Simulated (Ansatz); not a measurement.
A relaxation, step by step

Si$_{2}$NH$_{9}$O$_{3}$F$_{2}$, closed shell, PBE0-D4/def2-TZVP (Ansatz 0.2.0). Settings:

```yaml
hamiltonian: {xc: pbe0, dispersion: d4}
relax: {f_tol: 0.005, max_steps: 200}
```

Start, a step off a saddle point along its unstable mode:

```
atom    x (Å)    y (Å)    z (Å)
 Si1  -0.0366   0.6367   1.0581
  O2  -0.1705  -0.0065  -0.7931
 Si3  -1.0651   0.7473  -2.0154
  F4  -0.3731   2.0832   0.4241
  F5   0.0676   1.1452   2.6065
  O6  -1.2940  -0.4160   1.3111
  H7   1.2509  -1.5306   0.2685
  N8   1.5801   0.0231   0.9817
  H9   0.1156  -0.8237  -0.8228
 O10   0.9066  -2.0754  -0.3518
 H11  -1.1778  -0.2859  -3.0666
 H12  -0.3393   1.9272  -2.5359
 H13  -2.4048   1.1436  -1.5281
 H14  -1.5647  -0.3857   2.2333
 H15   2.0532   0.0485   1.8706
 H16   2.1863   0.3942   0.2643
 H17   0.2655  -2.6252   0.0951
```

| step | energy less the last (meV) | largest force component (eV/Å) |
| --- | --- | --- |
| 1 | 964.5 | 9.083 |
| 2 | 80.1 | 1.455 |
| 3 | 35.3 | 0.353 |
| 4 | 21.8 | 0.280 |
| 5 (rejected trial) | 28.1 | 0.389 |
| 6 | 8.3 | 0.148 |
| 7 | 4.8 | 0.061 |
| 8 | 2.8 | 0.071 |
| 9 | 1.6 | 0.078 |
| 10 | 0.9 | 0.039 |
| 11 | 0.5 | 0.033 |
| 12 | 0.3 | 0.035 |
| 13 | 0.2 | 0.015 |
| 14 | 0.1 | 0.015 |
| 15 | 0.0 | 0.014 |
| 16 | 0.0 | 0.006 |
| 17 | 0.0 | 0.004 |

Step 2, positions (Å) and forces (eV/Å):

```csv
atom,x,y,z,Fx,Fy,Fz
Si1,-0.050,0.669,1.070,-0.249,0.012,0.195
O2,-0.183,0.042,-0.802,-0.309,1.455,-0.096
Si3,-1.074,0.797,-2.018,0.113,-0.186,0.147
F4,-0.406,2.092,0.401,0.003,-0.071,0.064
F5,0.027,1.201,2.615,-0.007,0.051,0.048
O6,-1.290,-0.401,1.317,0.143,0.103,-0.009
H7,1.322,-1.665,0.273,0.322,0.353,0.628
N8,1.580,0.069,1.001,0.169,0.016,0.067
H9,0.115,-0.879,-0.842,0.236,-1.256,-0.227
O10,0.910,-2.244,-0.384,-0.336,-0.496,-0.620
H11,-1.197,-0.231,-3.079,-0.031,0.015,-0.056
H12,-0.322,1.970,-2.514,-0.004,-0.013,0.002
H13,-2.400,1.184,-1.496,0.015,-0.007,-0.013
H14,-1.579,-0.363,2.233,-0.017,-0.014,-0.041
H15,2.072,0.175,1.880,-0.020,0.067,-0.120
H16,2.166,0.404,0.247,-0.062,-0.061,0.002
H17,0.310,-2.820,0.097,0.035,0.033,0.029
```

Last step (17):

```xyz
17
angstrom
Si 0.0105 0.6797 1.1276
O 0.0027 0.1287 -0.9004
Si -1.0436 0.7702 -2.0389
F -0.4349 2.0896 0.5120
F 0.0267 1.1058 2.6973
O -1.1815 -0.4598 1.2081
H 1.2523 -1.7736 0.3751
N 1.6489 0.1553 1.0192
H 0.1830 -0.8519 -0.8981
O 0.7399 -2.2877 -0.2793
H -1.0947 -0.2017 -3.1601
H -0.4853 2.0590 -2.5004
H -2.3949 0.9546 -1.4655
H -1.5727 -0.4864 2.0846
H 2.2125 0.3606 1.8307
H 2.1556 0.3562 0.1712
H -0.0246 -2.5986 0.2169
```

Time: 71 s of wall clock on 2 CPU threads of an AMD EPYC 7R13 and a share of one NVIDIA H100; the host was shared. Peak host memory: 0.98 GiB.
